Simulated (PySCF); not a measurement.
Structure problem from calculated spectra and properties.

Formula: C3H10N2O3Si2.

| Item | Value |
| --- | --- |
| NMR, other nuclei | isotropic shieldings of nuclei other than C and H, by class: 226 (1 N), 249 (1 N), -187 (1 O), 121 (1 O), 283 (1 O), 367 (1 Si), 384 (1 Si) ppm [GIAO PBE0/pcSseg-1] |
| Dipole | 2.47 D [PBE0/pcSseg-1] |
| 13C NMR | chemical shifts (computed TMS as zero) by class: 189.9 (1 C), 52.1 (1 C), 32.1 (1 C) ppm [GIAO PBE0/pcSseg-1] |
| Rotational structure | rotational constants A, B, C: 1.919, 0.531, 0.508 GHz [GFN2-xTB] |
| 1H NMR | chemical shifts (computed TMS as zero) by class: 5.16 (1 H), 4.99 (1 H), 3.87 (3 H), 2.68 (1 H), 2.61 (1 H), 1.88 (1 H), 0.88 (1 H), 0.18 (1 H) ppm [GIAO PBE0/pcSseg-1] |

Electronic properties: PySCF, gas phase, density fitting. Levels stand in brackets. One conformer (not necessarily the lowest) at the GFN2-xTB geometry, without solvent, vibrations or thermal averaging. NMR classes are plain means over equivalent atoms (diastereotopic ones count apart unless rotation or inversion swaps them), as if these changed places fast.

Task: Give a SMILES that accounts for the data.

Result: Numbering: `[CH3:1][O:2][C:3](=[O:4])[Si@@H:5]1[NH:6][CH2:7][Si@H:8]([OH:9])[NH:10]1`. Its formula, C3H10N2O3Si2, gives 2 degrees of unsaturation: 1 ring and 1 π bond in the structure found. 3 carbons fall into 3 classes; from least to most shielded: carbonyl carbon [C3] (189.9 ppm), methoxy carbon [C1] (52.1 ppm), ring sp3 carbon bound to nitrogen [C7] (32.1 ppm). Hydrogen classes from least to most shielded: 1 H on an SiH silicon, Si5 (5.16 ppm), 1 H on an oxygen-bound silicon, Si8 (4.99 ppm), 3 H on a methoxy carbon, C1 (3.87 ppm), 1 H on an sp3 carbon bound to nitrogen, C7 (2.68 ppm), 1 H on an sp3 carbon bound to nitrogen, C7 (2.61 ppm), 1 H on a silanol oxygen, O9 (1.88 ppm), 1 H on a nitrogen bridging silicon atoms, N10 (0.88 ppm), 1 H on a silicon-bound nitrogen, N6 (0.18 ppm). The other shieldings belong to: 226 ppm, nitrogen bridging silicon atoms [N10]; 249 ppm, silicon-bound nitrogen [N6]; -187 ppm, carbonyl oxygen [O4]; 121 ppm, oxygen singly bound to a carbonyl carbon [O2]; 283 ppm, silanol oxygen [O9]; 367 ppm, oxygen-bound silicon [Si8]; 384 ppm, SiH silicon [Si5]. The optimised geometry has point group C1 and is an asymmetric top. Structure: `COC(=O)[Si@@H]1NC[Si@H](O)N1`. Computed isomers that give other values at the same levels: `N[Si@@H]1N[SiH2]CO[C@@H]1OC=O` (13C chemical shifts (computed TMS as zero) by class: 169.8 (1 C), 104.8 (1 C), 57.6 (1 C) ppm). The assignments are read from this structure; whether some other isomer fits the data as well wasn't checked. The mirror image fits equally.
